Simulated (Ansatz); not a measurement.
`C[CH2][In]([Cl])[CH](C)C`, relaxed with RKS PBE0-D4/def2-TZVP in Ansatz from a PBE-D4/def2-SVP geometry. The force threshold is 0.005 eV/Å; the program also tests the step.

Charge 0, multiplicity 1. In takes the def2 core potential.

Start:

```xyz
19

C     0.619   -3.425   -0.236
C     1.345   -2.081   -0.284
In   -0.010   -0.374   -0.540
Cl   -1.921   -1.133   -1.823
C    -0.256    1.785   -0.133
C     0.571    2.247    1.069
C    -1.739    2.141   -0.022
H    -0.011   -3.524    0.673
H     1.338   -4.273   -0.227
H    -0.053   -3.563   -1.108
H     2.031   -2.015   -1.157
H     1.961   -1.896    0.620
H     0.160    2.238   -1.061
H     0.228    1.778    2.015
H     0.480    3.348    1.211
H     1.652    2.022    0.959
H    -2.325    1.773   -0.888
H    -2.198    1.709    0.893
H    -1.874    3.245    0.040
```

**Question.** By how much does the energy fall, and how many steps does the optimiser take? (Best estimate.)

**Answer.** The calculation gave: 2.09 kcal/mol, in 26 steps, 3 of them rejected.

**Question.** Which bonds change most? (An estimate is asked.)

**Answer.** Computed: In3–C5 from 2.211 to 2.168 Å; In3–Cl4 from 2.423 to 2.384 Å; C2–In3 from 2.194 to 2.156 Å; C1–H8 from 1.110 to 1.093 Å.

**Question.** Give the relaxed structure. (Estimate.)

**Answer.** The calculation gave: 
```xyz
19

C     0.591   -3.398   -0.320
C     1.257   -2.048   -0.102
In   -0.020   -0.370   -0.554
Cl   -1.760   -1.086   -2.018
C    -0.279    1.748   -0.171
C     0.653    2.279    0.908
C    -1.740    2.059    0.123
H    -0.256   -3.547    0.354
H     1.295   -4.218   -0.144
H     0.206   -3.500   -1.336
H     2.136   -1.934   -0.746
H     1.612   -1.931    0.925
H    -0.013    2.207   -1.131
H     0.450    1.823    1.881
H     0.521    3.362    1.033
H     1.707    2.105    0.677
H    -2.406    1.684   -0.656
H    -2.063    1.623    1.074
H    -1.892    3.143    0.204
```
